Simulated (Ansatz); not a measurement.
C$_{2}$H$_{6}$N (SMILES [CH2]NC), doublet, at a GFN2-xTB geometry; CCSD(T)/STO-3G (Ansatz, an electronic-structure program).

Ansatz was given this input:
Ansatz 0.2 input:
```yaml
crystal:
  periodic: [false, false, false]
  atoms:
    - {symbol: C, position_ang: [1.20091201, -0.35409013, -0.26035158]}
    - {symbol: N, position_ang: [0.15514093, 0.39416532, 0.26496238]}
    - {symbol: C, position_ang: [-1.19676442, -0.02448973, -0.00558254]}
    - {symbol: H, position_ang: [1.05672953, -0.73061468, -1.25611142]}
    - {symbol: H, position_ang: [2.18829747, -0.05352778, 0.03476338]}
    - {symbol: H, position_ang: [0.30544302, 0.67453837, 1.22592736]}
    - {symbol: H, position_ang: [-1.48256189, -0.93781616, 0.53384176]}
    - {symbol: H, position_ang: [-1.29621216, -0.21507721, -1.07354631]}
    - {symbol: H, position_ang: [-1.88256807, 0.77481933, 0.27599336]}
basis:
  gaussian:
    orbitals: STO-3G
magnetization: {spin_polarized: true, initial_magnetization: 1}
correlation: {method: ccsd_t, electrons: outside_noble_gas}
accuracy: high
```

What the program printed (banner, timings and long lists left out):

```
Functional definition: HF
398 factors; integrals over basis functions are off by at most 3.1e-8 eV
mean field evaluation 1: about -3590.0559 eV, gradient 9.1e0 eV
mean field evaluation 2: about -3590.2403 eV, gradient 9.1e0 eV
mean field evaluation 4: about -3591.0997 eV, gradient 1.4e0 eV
mean field evaluation 8: about -3591.1519 eV, gradient 1.6e-2 eV
mean field evaluation 16: about -3590.8084 eV, gradient 3.1e0 eV
mean field -3591.15188424 eV, -131.9723975756 hartree, gradient 1.4e-8 eV, S^2 0.757791; 0 other end points of the search recorded, 0 dependent functions left out
3 core orbitals not correlated
reference -3591.15188424 eV, -131.9723975756 hartree; 10, 9 occupied and 8, 9 virtual orbitals, 398 factors
second order -3.63643816 eV of doubles, -0.00000000 eV of singles
cycle   1  -4.45884689 eV  change   -8.2e-1 eV  update   6.9e-2
cycle   2  -4.87356477 eV  change   -4.1e-1 eV  update   2.9e-2
cycle   3  -4.90770121 eV  change   -3.4e-2 eV  update   9.0e-3
cycle   4  -4.90620164 eV  change    1.5e-3 eV  update   3.4e-3
cycle   5  -4.90504802 eV  change    1.2e-3 eV  update   1.1e-3
cycle   6  -4.90458839 eV  change    4.6e-4 eV  update   3.0e-4
cycle   7  -4.90448190 eV  change    1.1e-4 eV  update   1.1e-4
cycle   8  -4.90452090 eV  change   -3.9e-5 eV  update   4.0e-5
cycle   9  -4.90450659 eV  change    1.4e-5 eV  update   1.3e-5
cycle  10  -4.90450540 eV  change    1.2e-6 eV  update   4.0e-6
cycle  11  -4.90450588 eV  change   -4.8e-7 eV  update   1.6e-6
cycle  12  -4.90450689 eV  change   -1.0e-6 eV  update   6.2e-7
cycle  13  -4.90450683 eV  change    6.2e-8 eV  update   2.2e-7
cycle  14  -4.90450650 eV  change    3.3e-7 eV  update   1.0e-7
cycle  15  -4.90450649 eV  change    9.5e-9 eV  update   3.6e-8
cycle  16  -4.90450651 eV  change   -1.9e-8 eV  update   2.0e-8
cycle  17  -4.90450641 eV  change    9.2e-8 eV  update   6.1e-8
cycle  18  -4.90450640 eV  change    1.8e-8 eV  update   1.8e-8
cycle  19  -4.90450640 eV  change   -1.6e-9 eV  update   4.6e-9
cycle  20  -4.90450640 eV  change   -3.2e-9 eV  update   1.6e-9
cycle  21  -4.90450640 eV  change   -1.2e-9 eV  update  6.2e-10
perturbative correction -0.03891757 eV, -0.0014301945 hartree
Total energy: -3596.09530821 eV, -132.1540650559 hartree
```
